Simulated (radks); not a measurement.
All-electron atom: Ce6+ in [Kr] 4d10 5s1 5p5 (not the ground configuration).

Calculated with a radial shooting solver on a logarithmic mesh with Libxc functionals: scalar-relativistic Kohn-Sham, PBE, spin-polarised, spherical densities, finite nucleus; open shells are filled with parallel spins first (spin-orbit coupling, left out, can overturn this in heavy ions); Fermi nuclear charge, rms radius 4.8771 fm.

Energy parts (eV):
total: -240854.13
kinetic: 255275.72
electron-nucleus: -579376.86
Hartree: 88868.32
exchange-correlation: -5621.31

Orbitals (lengths in bohr, moments of r in powers of bohr; <r^-3> diverges for s and p1/2; r(max) is where P^2 peaks; r(90%) holds 90 % of the orbital's charge):
orbital  occ.  eigenvalue (eV)   r(max)   <1/r>  <r^-3>  r(90%)
1s up       1        -40345.55  0.01574   63.34       -  0.0443
1s down     1        -40345.36  0.01574   63.34       -  0.0443
2s up       1        -6526.833  0.08907   14.60       -   0.163
2s down     1        -6526.722  0.08907   14.60       -   0.163
2p up       3        -5853.969  0.07168   13.83    7971   0.150
2p down     3        -5853.826  0.07168   13.83    7971   0.150
3s up       1        -1468.581   0.2546   5.300       -   0.409
3s down     1        -1468.414   0.2547   5.300       -   0.409
3p up       3        -1254.555   0.2493   5.019    1596   0.414
3p down     3        -1254.375   0.2493   5.019    1596   0.414
3d up       5        -950.4233   0.2053   4.760   218.6   0.396
3d down     5        -950.2532   0.2053   4.760   218.6   0.396
4s up       1        -359.1393   0.5919   2.222       -   0.910
4s down     1        -358.7852   0.5920   2.222       -   0.910
4p up       3        -288.8860   0.6173   2.053   348.7   0.973
4p down     3        -288.5067   0.6175   2.054   348.8   0.972
4d up       5        -187.5886   0.6484   1.802   39.80    1.10
4d down     5        -187.0828   0.6484   1.805   39.95    1.09
5s up       1        -108.7500    1.323  0.9439       -    1.99
5s down     0        -106.5147    1.319  0.9450       -    2.00
5p up       3         -88.6140    1.450  0.8460   67.82    2.21
5p down     2         -86.4182    1.450  0.8425   67.29    2.23

The highest occupied level is 5p down at -86.418 eV. The configuration is held as typed, so some empty levels lie below it. The spin density at the nucleus is 209.4 e/bohr^3 (1s 0.3, 2s 0.4, 3s 0.1, 4s 0.3, 5s 208.3). The density falls to 0.001 e/bohr^3 at r = 3.07 bohr. The electron density at the nucleus is 3.976e+05 e/bohr^3 (large components only). Spin moment in Bohr magnetons: 2.
